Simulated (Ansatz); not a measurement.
## Pulling the pair apart

The pair of HF (SMILES F, atoms 1–2) and HBr (SMILES Br, atoms 3–4), both closed shells, in one local arrangement (a lower one may exist), relaxed at PBE0-D4/def2-TZVP:

```xyz
4
angstrom
F -0.4563 0.2605 -1.1972
H 0.1365 -0.1683 -1.7585
Br 0.4139 -0.1918 2.1281
H -0.0941 0.0996 0.8276
```

HBr is shifted rigidly along the line between the mean atom positions of the two fragments (negative: closer). Counterpoise interaction energies in kJ/mol. Program: Ansatz 0.2.0. Basis: def2-TZVPPD. Cores are frozen in the correlated methods. Filled d shells of the heavier atoms are correlated. The def2 sets are not built for correlating such inner shells, so the correlated values are less sure here.

| shift (Å) | HF | PBE0-D4 | r2SCAN-D4 |
| --- | --- | --- | --- |
| -0.35 | 8.3 | -4.4 | -5.2 |
| -0.17 | -0.3 | -9.0 | -9.6 |
| 0.00 | -4.4 | -10.3 | -10.7 |
| 0.17 | -5.9 | -10.1 | -10.2 |
| 0.42 | -6.1 | -8.7 | -8.6 |
| 0.87 | -4.8 | -5.9 | -5.6 |
| 1.73 | -2.5 | -2.7 | -2.5 |
| 3.47 | -0.9 | -0.8 | -0.8 |

Q: What does CCSD(T) give at these shifts? (An estimate is asked for; the value comes from the calculation.)

A: Computed: 1.5, -5.2, -7.8, -8.3, -7.6, -5.3, -2.5, -0.8 kJ/mol. For zero shift, CCSD(T) at an estimated basis limit (MP2 extrapolated from triple and quadruple zeta, plus CCSD(T) − MP2 in triple zeta) gives -9.5 kJ/mol. These are counterpoise interaction energies, counted from the two frozen fragments.

T1 diagnostic: at most 0.008.

For scale, one of the runs: CCSD(T)/def2-TZVPPD, 131 basis functions, launched by `ansatz run in.yaml --threads 2 --pin off --events-out ev --progress --plain --max-ram 5222MiB`. The run took 17 s on 2 CPU threads (shared host), with 0.68 GiB of host memory at its peak.
